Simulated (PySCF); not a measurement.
AlCl2Br, SMILES [Cl][Al]([Br])[Cl]. Atoms are numbered in the order given.

```xyz
4

Al     0.0000     0.0000     0.5153
Cl     0.0000     1.7962     1.5645
Cl     0.0000    -1.7962     1.5645
Br     0.0000     0.0000    -1.7112
```
Charge 0, spin multiplicity 1.

Geometry optimised at PBE0-D3(BJ)/def2-SVP.

Method: PySCF with PBE0-D3(BJ)/def2-SVP.

Frequencies are harmonic and unscaled.

Q: Estimate the vibrational spectrum. (The exact figures need the calculation; the answer reports its results.)

A: 
```csv
mode,ν (cm⁻¹),IR (km/mol),moving atoms (share of kinetic energy)
1,122,4.5,"Cl 63 %, Br 21 %, Al 16 %"
2,134,6.5,"Cl 73 %, Br 22 %"
3,193,32.7,"Al 83 %, Cl 15 %"
4,327,5.2,"Cl 64 %, Br 27 %, Al 9 %"
5,577,165.0,"Al 71 %, Cl 23 %"
6,635,154.4,"Al 67 %, Cl 33 %"
```
